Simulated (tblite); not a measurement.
Record of a relaxation.

Compound: C7H4ClFO.
Numbering: `[O:1]=[C:2]([Cl:3])[c:4]1[cH:5][cH:6][cH:7][cH:8][c:9]1[F:10]` (hydrogens: H11 on C5; H12 on C6; H13 on C7; H14 on C8)

Computed with GFN2-xTB (tblite), gas phase: L-BFGS steps from a force-field or distance-geometry start until the largest atomic force falls under 0.01 eV/Å. 12 of its 21 geometries are shown.

Step 0: E = -825.6348 eV, largest atomic force 5.551 eV/Å
```
atom  x, y, z in Å  |  force x, y, z in eV/Å
O1      2.969   -1.010    0.114   -2.903   4.119  -2.288
C2      2.245   -0.069   -0.392    3.173  -3.991   2.195
Cl3     3.033    1.167   -1.369   -0.093  -0.761   0.511
C4      0.794   -0.017   -0.146    1.909  -0.267  -0.164
C5      0.240   -1.021    0.650   -0.244  -0.472   0.243
C6     -1.114   -1.048    0.917    0.319   0.146  -0.091
C7     -1.878   -0.030    0.376   -1.252   0.009   0.306
C8     -1.329    0.969   -0.396    0.200   0.784  -0.669
C9      0.034    0.996   -0.683   -0.947   0.074   0.163
F10     0.579    1.964   -1.441   -0.891  -0.189   0.285
H11     0.852   -1.815    1.062    0.230   0.298  -0.216
H12    -1.546   -1.831    1.533    0.069   0.234  -0.184
H13    -2.962   -0.019    0.587    0.657   0.097  -0.233
H14    -1.918    1.763   -0.833   -0.228  -0.082   0.143
```

Step 2: E = -826.0240 eV, largest atomic force 1.690 eV/Å
```
atom  x, y, z in Å  |  force x, y, z in eV/Å
O1      2.953   -0.980    0.095   -0.485   0.965  -0.587
C2      2.265   -0.100   -0.373    1.060  -1.153   0.635
Cl3     3.033    1.153   -1.361    0.041  -0.385   0.238
C4      0.825   -0.021   -0.149    0.108  -0.052   0.037
C5      0.240   -1.026    0.651    0.132   0.119  -0.189
C6     -1.112   -1.043    0.915    0.020   0.300  -0.162
C7     -1.894   -0.027    0.379    0.068   0.219  -0.114
C8     -1.330    0.979   -0.404   -0.200  -0.101   0.040
C9      0.024    0.992   -0.678    0.023  -0.376   0.263
F10     0.560    1.961   -1.435   -0.711  -0.060   0.167
H11     0.857   -1.810    1.058    0.232   0.098  -0.094
H12    -1.545   -1.825    1.529    0.062   0.200  -0.153
H13    -2.953   -0.017    0.583   -0.060   0.090  -0.075
H14    -1.924    1.764   -0.831   -0.290   0.137  -0.006
```

Step 4: E = -826.0916 eV, largest atomic force 1.094 eV/Å
```
atom  x, y, z in Å  |  force x, y, z in eV/Å
O1      2.962   -0.974    0.088    0.709  -0.750   0.364
C2      2.282   -0.119   -0.361   -0.292   0.438  -0.222
Cl3     3.036    1.136   -1.351    0.063  -0.092   0.045
C4      0.836   -0.024   -0.148    0.009  -0.027   0.029
C5      0.244   -1.023    0.644    0.156  -0.055  -0.012
C6     -1.108   -1.030    0.907   -0.039   0.086  -0.042
C7     -1.897   -0.019    0.376    0.020   0.025  -0.008
C8     -1.337    0.979   -0.406   -0.180   0.010   0.009
C9      0.021    0.977   -0.667   -0.065  -0.009   0.014
F10     0.524    1.958   -1.427   -0.363   0.008   0.060
H11     0.869   -1.804    1.052    0.108   0.097  -0.087
H12    -1.541   -1.814    1.520    0.074   0.207  -0.151
H13    -2.954   -0.012    0.579   -0.133   0.061  -0.028
H14    -1.937    1.768   -0.830   -0.069   0.000   0.028
```

Step 5: E = -826.1097 eV, largest atomic force 0.956 eV/Å
```
atom  x, y, z in Å  |  force x, y, z in eV/Å
O1      2.974   -0.979    0.089    0.562  -0.687   0.356
C2      2.289   -0.124   -0.357   -0.267   0.391  -0.214
Cl3     3.038    1.127   -1.345    0.055   0.006  -0.015
C4      0.841   -0.026   -0.147    0.016   0.012  -0.005
C5      0.248   -1.023    0.641   -0.042  -0.042   0.051
C6     -1.107   -1.023    0.903    0.124   0.003  -0.034
C7     -1.898   -0.015    0.374   -0.142  -0.066   0.067
C8     -1.343    0.979   -0.407   -0.023   0.051  -0.023
C9      0.018    0.971   -0.662   -0.171   0.085  -0.036
F10     0.503    1.956   -1.422   -0.150   0.084  -0.029
H11     0.875   -1.800    1.049    0.100   0.023  -0.043
H12    -1.538   -1.806    1.514    0.032   0.130  -0.087
H13    -2.957   -0.009    0.576   -0.090   0.037  -0.012
H14    -1.944    1.770   -0.829   -0.005  -0.026   0.024
```

Step 7: E = -826.1234 eV, largest atomic force 0.132 eV/Å
```
atom  x, y, z in Å  |  force x, y, z in eV/Å
O1      2.992   -0.992    0.094   -0.043  -0.044   0.045
C2      2.299   -0.131   -0.353    0.072  -0.096   0.035
Cl3     3.042    1.118   -1.340    0.035   0.025  -0.020
C4      0.847   -0.026   -0.146    0.012   0.045  -0.034
C5      0.252   -1.023    0.639   -0.008   0.047   0.002
C6     -1.102   -1.016    0.899    0.031  -0.019  -0.009
C7     -1.904   -0.013    0.375   -0.063  -0.046   0.025
C8     -1.351    0.980   -0.407   -0.002  -0.026   0.040
C9      0.010    0.967   -0.658   -0.025   0.069  -0.051
F10     0.478    1.960   -1.420    0.024   0.105  -0.076
H11     0.885   -1.796    1.044    0.051  -0.019  -0.009
H12    -1.535   -1.794    1.506   -0.018  -0.015   0.022
H13    -2.963   -0.005    0.574   -0.079  -0.011   0.025
H14    -1.950    1.772   -0.828    0.014  -0.015   0.005
```

Step 9: E = -826.1258 eV, largest atomic force 0.114 eV/Å
```
atom  x, y, z in Å  |  force x, y, z in eV/Å
O1      2.993   -0.999    0.099   -0.098   0.055  -0.017
C2      2.303   -0.136   -0.352    0.026  -0.057   0.030
Cl3     3.045    1.118   -1.341    0.027  -0.045   0.026
C4      0.848   -0.024   -0.149    0.022   0.015  -0.016
C5      0.253   -1.021    0.639   -0.016   0.051  -0.025
C6     -1.101   -1.017    0.898    0.009  -0.002  -0.001
C7     -1.908   -0.016    0.377    0.007   0.009  -0.013
C8     -1.352    0.979   -0.405    0.037  -0.014   0.006
C9      0.009    0.971   -0.661    0.029   0.003  -0.005
F10     0.475    1.966   -1.424   -0.025   0.021  -0.012
H11     0.889   -1.795    1.042    0.005   0.036  -0.028
H12    -1.535   -1.794    1.506   -0.002  -0.038   0.029
H13    -2.969   -0.005    0.575   -0.011  -0.026   0.017
H14    -1.950    1.771   -0.827   -0.012  -0.008   0.010
```

Step 11: E = -826.1267 eV, largest atomic force 0.091 eV/Å
```
atom  x, y, z in Å  |  force x, y, z in eV/Å
O1      2.990   -1.002    0.101    0.001  -0.048   0.030
C2      2.304   -0.138   -0.351   -0.055   0.066  -0.030
Cl3     3.048    1.116   -1.339    0.029  -0.044   0.023
C4      0.849   -0.021   -0.151   -0.016  -0.003   0.005
C5      0.254   -1.017    0.638   -0.021   0.007  -0.012
C6     -1.101   -1.018    0.898   -0.007   0.001   0.008
C7     -1.910   -0.017    0.377    0.029   0.010  -0.009
C8     -1.351    0.978   -0.404    0.006  -0.003  -0.005
C9      0.010    0.973   -0.663   -0.004   0.007   0.002
F10     0.473    1.970   -1.426   -0.022  -0.010   0.007
H11     0.891   -1.792    1.039   -0.009   0.050  -0.030
H12    -1.535   -1.795    1.508    0.030  -0.004  -0.003
H13    -2.971   -0.007    0.577    0.041  -0.018  -0.001
H14    -1.951    1.770   -0.826   -0.003  -0.012   0.013
```

Step 13: E = -826.1276 eV, largest atomic force 0.062 eV/Å
```
atom  x, y, z in Å  |  force x, y, z in eV/Å
O1      2.984   -1.005    0.105    0.016  -0.052   0.029
C2      2.303   -0.139   -0.350   -0.040   0.041  -0.013
Cl3     3.054    1.109   -1.336    0.026  -0.008  -0.001
C4      0.850   -0.018   -0.153   -0.036  -0.002   0.010
C5      0.253   -1.013    0.636   -0.003  -0.019  -0.001
C6     -1.101   -1.018    0.898    0.004  -0.001   0.007
C7     -1.910   -0.017    0.377    0.018   0.001   0.006
C8     -1.350    0.977   -0.403   -0.035  -0.001   0.000
C9      0.011    0.976   -0.664   -0.047   0.020  -0.004
F10     0.469    1.974   -1.428    0.015  -0.011   0.004
H11     0.893   -1.786    1.034    0.009   0.009  -0.003
H12    -1.533   -1.797    1.509    0.038   0.017  -0.020
H13    -2.971   -0.010    0.578    0.043   0.001  -0.015
H14    -1.952    1.767   -0.824   -0.006   0.005   0.001
```

Step 15: E = -826.1281 eV, largest atomic force 0.037 eV/Å
```
atom  x, y, z in Å  |  force x, y, z in eV/Å
O1      2.980   -1.008    0.107   -0.034   0.014  -0.004
C2      2.302   -0.139   -0.350    0.005  -0.029   0.021
Cl3     3.058    1.105   -1.334    0.012   0.003  -0.005
C4      0.848   -0.016   -0.154   -0.007   0.006  -0.001
C5      0.252   -1.012    0.634    0.021  -0.006  -0.003
C6     -1.101   -1.018    0.898    0.020  -0.004  -0.001
C7     -1.909   -0.018    0.377   -0.002   0.004   0.002
C8     -1.351    0.977   -0.403   -0.021   0.007  -0.001
C9      0.009    0.977   -0.665   -0.021   0.007  -0.004
F10     0.467    1.975   -1.429    0.022  -0.005   0.000
H11     0.894   -1.782    1.031    0.022  -0.022   0.013
H12    -1.529   -1.797    1.509    0.014  -0.001  -0.002
H13    -2.969   -0.012    0.578   -0.005   0.005  -0.005
H14    -1.953    1.767   -0.823   -0.027   0.021  -0.008
```

Step 16: E = -826.1282 eV, largest atomic force 0.051 eV/Å
```
atom  x, y, z in Å  |  force x, y, z in eV/Å
O1      2.978   -1.009    0.108   -0.042   0.027  -0.010
C2      2.301   -0.139   -0.349    0.013  -0.031   0.018
Cl3     3.060    1.104   -1.334    0.004  -0.002   0.001
C4      0.847   -0.016   -0.154    0.008   0.008  -0.007
C5      0.252   -1.012    0.634    0.021  -0.001   0.000
C6     -1.100   -1.018    0.899    0.019   0.004  -0.009
C7     -1.908   -0.018    0.377   -0.003   0.001   0.001
C8     -1.352    0.977   -0.403   -0.007   0.015  -0.006
C9      0.008    0.978   -0.665    0.003  -0.005  -0.001
F10     0.467    1.975   -1.429    0.015  -0.004   0.001
H11     0.895   -1.781    1.031    0.020  -0.023   0.011
H12    -1.528   -1.797    1.508    0.003  -0.011   0.008
H13    -2.968   -0.012    0.578   -0.023   0.002   0.002
H14    -1.954    1.767   -0.823   -0.031   0.019  -0.007
```

Step 18: E = -826.1285 eV, largest atomic force 0.019 eV/Å
```
atom  x, y, z in Å  |  force x, y, z in eV/Å
O1      2.974   -1.010    0.110   -0.013   0.004   0.001
C2      2.300   -0.140   -0.348    0.005   0.007  -0.010
Cl3     3.063    1.102   -1.333   -0.005  -0.007   0.007
C4      0.846   -0.014   -0.155    0.013  -0.003  -0.002
C5      0.254   -1.012    0.633    0.006   0.002   0.006
C6     -1.099   -1.018    0.898    0.001   0.005  -0.007
C7     -1.907   -0.018    0.378   -0.004   0.005  -0.008
C8     -1.354    0.978   -0.404    0.009   0.010  -0.004
C9      0.006    0.979   -0.666    0.017  -0.008   0.001
F10     0.468    1.976   -1.430    0.002  -0.002   0.002
H11     0.898   -1.781    1.030    0.006  -0.005   0.001
H12    -1.525   -1.798    1.508   -0.002  -0.006   0.005
H13    -2.967   -0.013    0.578   -0.017  -0.004   0.008
H14    -1.957    1.768   -0.823   -0.019   0.001   0.001
```

Step 20: E = -826.1285 eV, largest atomic force 0.009 eV/Å
```
atom  x, y, z in Å  |  force x, y, z in eV/Å
O1      2.973   -1.011    0.110    0.004  -0.006   0.003
C2      2.300   -0.140   -0.348   -0.001   0.006  -0.006
Cl3     3.064    1.101   -1.333    0.000   0.000   0.001
C4      0.846   -0.014   -0.155    0.000  -0.002   0.001
C5      0.254   -1.012    0.633   -0.003   0.000   0.004
C6     -1.098   -1.017    0.898   -0.004   0.004  -0.003
C7     -1.908   -0.018    0.378   -0.001   0.000  -0.003
C8     -1.354    0.979   -0.404    0.001   0.001   0.000
C9      0.006    0.979   -0.666    0.001   0.000   0.000
F10     0.469    1.976   -1.430    0.004  -0.001   0.000
H11     0.899   -1.781    1.030    0.000   0.002  -0.001
H12    -1.524   -1.798    1.508    0.001   0.004  -0.003
H13    -2.968   -0.013    0.578    0.001  -0.002   0.003
H14    -1.958    1.769   -0.822   -0.004  -0.006   0.004
```

Question: Summarise the path.

Answer: The energy falls by 0.4937 eV from step 0 to step 20; nine tenths of that is first reached at step 4. It falls at every step. The largest force goes from 5.551 to 0.009 eV/Å. Among the bonds O1=C2 changes most, from 1.290 to 1.193 Å; the atoms move by 0.057 Å rms after alignment.

The cost below is that of the whole relaxation. On one thread of an Arm Neoverse V2, no GPU (shared host), this took 0.12 s wall.
